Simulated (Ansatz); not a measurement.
Ansatz (a program for electronic structure) input (CCSD(T)/aug-cc-pVDZ):

Ansatz 0.2 input:
```yaml
crystal:
  periodic: [false, false, false]
  atoms:
    - {symbol: Se, position_ang: [0.02554170, -0.01119159, 0.97920612]}
    - {symbol: Br, position_ang: [0.80545441, -1.62795802, -0.51561601]}
    - {symbol: Br, position_ang: [-0.83026635, 1.63882986, -0.43561279]}
basis:
  gaussian:
    orbitals: aug-cc-pVDZ
magnetization: {spin_polarized: false}
correlation: {method: ccsd_t, electrons: outside_noble_gas}
output: {forces: true}
```

End of the output:

```
cycle   5  -10.71529591 eV  change    7.9e-4 eV  update   2.0e-3
cycle   6  -10.71520859 eV  change    8.7e-5 eV  update   7.2e-4
cycle   7  -10.71524318 eV  change   -3.5e-5 eV  update   2.7e-4
cycle   8  -10.71528072 eV  change   -3.8e-5 eV  update   8.1e-5
cycle   9  -10.71527050 eV  change    1.0e-5 eV  update   2.7e-5
cycle  10  -10.71526283 eV  change    7.7e-6 eV  update   9.2e-6
cycle  11  -10.71526502 eV  change   -2.2e-6 eV  update   3.3e-6
cycle  12  -10.71526538 eV  change   -3.6e-7 eV  update   1.4e-6
perturbative correction -0.38240759 eV, -0.0140532197 hartree
the calculation of the forces begins
Total energy: -205310.08094124 eV, -7545.0063104193 hartree
Atom 0 at     0.025542    -0.011192     0.979206 Å, force     0.013154    -0.005763     0.504274 eV/Å
Atom 1 at     0.805454    -1.627958    -0.515616 Å, force     0.104887    -0.219728    -0.257589 eV/Å
Atom 2 at    -0.830266     1.638830    -0.435613 Å, force    -0.118040     0.225492    -0.246685 eV/Å
Dipole moment:     0.003532    -0.001548     0.135403 e Å
```
